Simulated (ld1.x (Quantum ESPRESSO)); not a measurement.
**rhenium (Re): variants of one TM potential**

Base potential:

```
Element                 : rhenium (Re)
Generator               : ld1.x (Quantum ESPRESSO) 7.5
Type                    : norm-conserving Troullier–Martins (Kleinman–Bylander form)
Functional              : LDA (PZ)
Relativity              : scalar-relativistic
Frozen core             : [Kr] 4d10 4f14 5s2
Valence charge          : 13
Reference configuration : 5p6 5d5 6s1 6p0 (charge +1)
Partial waves           : 6s (bound): rc 2.55 bohr; 5p (bound): rc 1.95 bohr; 5d (bound): rc 1.70 bohr
Local potential         : all-electron potential smoothed inside 1.70 bohr (lloc = -1)
Core correction         : Bessel-smoothed model core inside 1.45 bohr
```

All-electron outer shells of the reference configuration (LDA (PZ), scalar-relativistic, ld1.x):

```json
{"shell": "5p", "level (eV)": "-55.07", "outermost node (bohr)": "0.56", "outermost maximum (bohr)": "1.06"}
{"shell": "4f", "level (eV)": "-50.44", "outermost node (bohr)": "–", "outermost maximum (bohr)": "0.41"}
{"shell": "5d", "level (eV)": "-13.21", "outermost node (bohr)": "0.62", "outermost maximum (bohr)": "1.41"}
{"shell": "6s", "level (eV)": "-13.00", "outermost node (bohr)": "1.24", "outermost maximum (bohr)": "2.48"}
{"shell": "6p", "level (eV)": "-7.17", "outermost node (bohr)": "1.47", "outermost maximum (bohr)": "3.22"}
```

Cutoffs, loose and tight: the cutoffs (Ry, on a coarse ladder) from which the occupation-weighted sum of valence levels, in a spherical-Bessel basis at the reference potential, stays within 10 and 1 mRy of its value at 400 Ry. They do not see the model core or the augmentation charge, which bear on the density cutoff. Test errors are all-electron minus pseudo excitation energies from the reference, over the configurations 5p6 5d5 6s2 6p0; 5p6 5d5 6s0 6p0; 5p6 5d4 6s0 6p0; 5p6 5d6 6s0 6p0; 5p5 5d5 6s2 6p0; 5p6 5d6 6s1 6p0; 5p6 5d5 6s1.5 6p0 (two spin-polarised tests are not counted in the largest error). A dash means not determined; rows that change the core or the reference have their own tests.

A true bound ghost makes a file unfit for plane-wave use even where its test errors are small: the radial tests pick states by their node count and pass the ghost by.

```csv
change,outcome,"cutoff, loose","cutoff, tight",bound ghosts,largest test error (meV)
base,generated,35 Ry,50 Ry,s,-319
wave 6s (bound): rc 2.55 bohr becomes 6s (bound): rc 2.66 bohr,generated,35 Ry,50 Ry,s,-313
core correction Bessel-smoothed model core inside 2.08 bohr,generated,35 Ry,50 Ry,s,-294
"all radii but the core radius scaled by about 1.22 (s 3.12, p 2.38, d 2.08 bohr); local potential all-electron potential smoothed inside 2.08 bohr (lloc = -1)",generated,35 Ry,50 Ry,s,-318
functional PBE,generated,35 Ry,50 Ry,s,-328
local potential all-electron potential smoothed inside 2.50 bohr (lloc = -1),generated,35 Ry,50 Ry,s,-127
```

**Question.** What comes out with this change to the base: local potential all-electron potential smoothed inside 3.04 bohr (lloc = -1)?

**Answer.** outcome: generated; cutoff, loose: 35 Ry; cutoff, tight: 50 Ry; bound ghosts: none; largest test error (meV): -366.
